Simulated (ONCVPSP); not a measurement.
Zr (Z = 40), ONCV: configuration errors across variants

- Element: Zr
- Generator: ONCVPSP 4.0.1
- Type: optimised norm-conserving Vanderbilt (ONCV)
- Functional: revPBE
- Relativity: scalar-relativistic
- Frozen core: [Ar] 3d10
- Valence charge: 12
- Reference configuration: 4s2 4p6 4d2.5 5s1.5
- Partial waves: 4s+5s: rc 2.00 bohr, ncon 4, nbas 8, qcut 7.2 1/bohr, 2 projectors; 4p: rc 1.55 bohr, ncon 4, nbas 8, qcut 6.4 1/bohr, 3 projectors, debl 0.9 Ha; 4d: rc 3.10 bohr, ncon 4, nbas 9, qcut 4.3 1/bohr, 2 projectors, debl 2.1 Ha
- Local potential: polynomial inside 1.25 bohr (lpopt 5, dvloc0 1 Ha)
- Core correction: Teter function, fcfact 2.25, rcfact 1.3

In the p channel the program set the typed energies aside and used -1.154, 0.250, 1.150 Ha.

All-electron excitation energies from the reference (eV): (1) 4s2 4p6 4d2 5s2 -0.507; (2) 4s2 4p6 4d2 5s1 6.559; (3) 4s2 4p6 4d2 5s0 19.357; (4) 4s2 4p6 4d1 5s2 5p1 2.484.

A true bound ghost makes a file unfit for plane-wave use even where its test errors are small: the radial tests pick states by their node count and pass the ghost by.

Errors AE − PS in meV (a dash: test not solved or not reliable):

```tsv
change	(1)	(2)	(3)	(4)	bound ghosts	GHOST(+) flags above zero
base	+11	+3.0	-18	+140	none	s, d
all radii but the core radius scaled by about 0.87 (s 1.74, p 1.34, d 2.68 bohr); local potential polynomial inside 1.08 bohr (lpopt 5, dvloc0 1 Ha)	+6.8	+1.5	-8.0	+79	p	s
all radii but the core radius scaled by about 1.05 (s 2.10, p 1.64, d 3.26 bohr); local potential polynomial inside 1.32 bohr (lpopt 5, dvloc0 1 Ha)	+13	+3.8	-22	+165	none	d
all radii but the core radius scaled by about 1.16 (s 2.32, p 1.80, d 3.58 bohr); local potential polynomial inside 1.44 bohr (lpopt 5, dvloc0 1 Ha)	+18	+5.7	-32	+224	none	d
all radii but the core radius scaled by about 1.21 (s 2.42, p 1.88, d 3.76 bohr); local potential polynomial inside 1.52 bohr (lpopt 5, dvloc0 1 Ha)	+20	+6.9	-38	+259	none	d
all radii but the core radius scaled by about 1.29 (s 2.58, p 2.00, d 4.00 bohr); local potential polynomial inside 1.62 bohr (lpopt 5, dvloc0 1 Ha)	+24	+9.2	-47	+313	none	d
```

Question: Give the same row for: all radii but the core radius scaled by about 0.78 (s 1.56, p 1.20, d 2.42 bohr); local potential polynomial inside 0.98 bohr (lpopt 5, dvloc0 1 Ha).

Answer: +4.6, +0.9, -4.1, +49; bound ghosts: p; GHOST(+) flags above zero: s, p.
